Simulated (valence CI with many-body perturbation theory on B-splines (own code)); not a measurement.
# Se III: calculation against measured levels

Level of theory: valence CI with perturbative core correlation (CI+MBPT): four valence electrons over a frozen Dirac-Fock core [Ar] 3d10, radial functions for each j: 11 s, 11 p, 10 d, 8 f, 5 g, 2 h, with the one-electron correlation potential Σ1 (screened to all orders), the two-electron term Σ2, the three-electron term Σ3, Breit, model QED; selected single and double excitations, second order for the rest, scaled by the run's own slope (own B-spline code, finite nucleus).

Set against measurement, 29 paired levels are off by 224 cm⁻¹ on average, the worst by 760. These come from a selection out of Moore, Atomic Energy Levels, vol. II, NSRDS-NBS 35 (1971 reprint of NBS Circular 467, 1952), an old analysis. Levels without a partner in it may be off by more. Among the levels kept, up to 2000 cm⁻¹ of a level comes from second order outside the variational space, and about a tenth of that is noise between levels of different J, which matters for small intervals.

Measured levels: Moore, Atomic Energy Levels, vol. II, NSRDS-NBS 35 (1971 reprint of NBS Circular 467, 1952). Pairs share parity and J, and are chosen by configuration, term and nearness in energy; levels without a clear partner are left out. The analysis is old, and some levels have since been revised. Energies in cm⁻¹ above the measured ground level.

Names give the largest LS component (configuration and term), which can be under half, so a name can repeat, a term be missing and a line seem to break the LS rules; names also repeat where a configuration has a term twice. Letters in brackets count levels of one name in rising energy.

| Computed label | Label in the source | Measured | Computed | Difference |
| --- | --- | --- | --- | --- |
| 4s²4p² ³P_0 | 4s2 4p2 3P | 0 | 0.0 | 0 |
| 4s²4p² ³P_1 | 4s2 4p2 3P | 1741 | 1742.3 | +1 |
| 4s²4p² ³P_2 | 4s2 4p2 3P | 3937 | 3937.9 | +1 |
| 4s²4p² ¹D_2 | 4s2 4p2 1D | 13032 | 13059.7 | +28 |
| 4s4p³ ³D°_2 | 4s 4p3 3D° | 92723 | 92448.0 | -275 |
| 4s4p³ ³P°_0 | 4s 4p3 3P° | 106482 | 106204.8 | -277 |
| 4s4p³ ³P°_2 | 4s 4p3 3P° | 106515 | 106245.3 | -270 |
| 4s4p³ ³P°_1 | 4s 4p3 3P° | 106591 | 106323.3 | -268 |
| 4s²4p4d ¹D°_2 | 4s 4p3 1D° | 112565 | 112239.9 | -325 |
| 4s²4p5s ³P°_0 | 4s2 4p(2P°) 5s 3P° | 126276.9 | 126176.1 | -101 |
| 4s²4p5s ³P°_1 | 4s2 4p(2P°) 5s 3P° | 126781.4 | 126699.5 | -82 |
| 4s²4p5s ³P°_2 | 4s2 4p(2P°) 5s 3P° | 130391 | 130304.0 | -87 |
| 4s²4p5s ¹P°_1 | 4s2 4p(2P°) 5s 1P° | 131655.9 | 131563.6 | -92 |
| 4s²4p5p ¹P_1 | 4s2 4p(2P°) 5p 1P | 150761.1 | 150564.5 | -197 |
| 4s²4p5p ³D_1 | 4s2 4p(2P°) 5p 3D | 153211.4 | 153016.7 | -195 |
| 4s²4p5p ³D_2 | 4s2 4p(2P°) 5p 3D | 153520.9 | 153349.1 | -172 |
| 4s²4p5p ³P_0 | 4s2 4p(2P°) 5p 3P | 154783 | 154585.0 | -198 |
| 4s²4p5p ³P_1 | 4s2 4p(2P°) 5p 3P | 156360.4 | 156170.6 | -190 |
| 4s²4p5p ³D_3 | 4s2 4p(2P°) 5p 3D | 156692.9 | 156497.7 | -195 |
| 4s²4p5p ³P_2 | 4s2 4p(2P°) 5p 3P | 157874.2 | 157703.9 | -170 |
| 4s²4p5p ³S_1 | 4s2 4p(2P°) 5p 3S | 159302.9 | 159118.9 | -184 |
| 4s²4p5p ¹D_2 | 4s2 4p(2P°) 5p 1D | 161170.2 | 161013.0 | -157 |
| 4s²4p5d ³F°_2 | 4s2 4p(2P°) 5d 3F° | 188429.2 | 188115.6 | -314 |
| 4s²4p5d ³F°_3 | 4s2 4p(2P°) 5d 3F° | 189647.9 | 189348.7 | -299 |
| 4s²4p5d ³F°_4 | 4s2 4p(2P°) 5d 3F° | 191593.6 | 192353.6 | +760 |
| 4s²4p6s ¹P°_1 | 4s2 4p(2P°) 6s 1P° | 192161.8 | 191551.3 | -611 |
| 4s²4p5d ¹D°_2 | 4s2 4p(2P°) 5d 1D° | 193304.4 | 193015.9 | -289 |
| 4s²4p5d ³P°_2 [b] | 4s2 4p(2P°) 5d 3P° | 194727 | 194453.8 | -273 |
| 4s²4p5d ³P°_1 | 4s2 4p(2P°) 5d 3P° | 194950.5 | 194655.6 | -295 |
| 4s²4p5d ¹F°_3 | 4s2 4p(2P°) 5d 1F° | 196845.4 | 196643.0 | -202 |

Over 29 excited levels the mean absolute difference is 224 cm⁻¹, the median 197 and the largest 760. The comparison draws on a selection of the measured levels: 30 of the 203 computed ones have a partner in it, and others may be off by more.
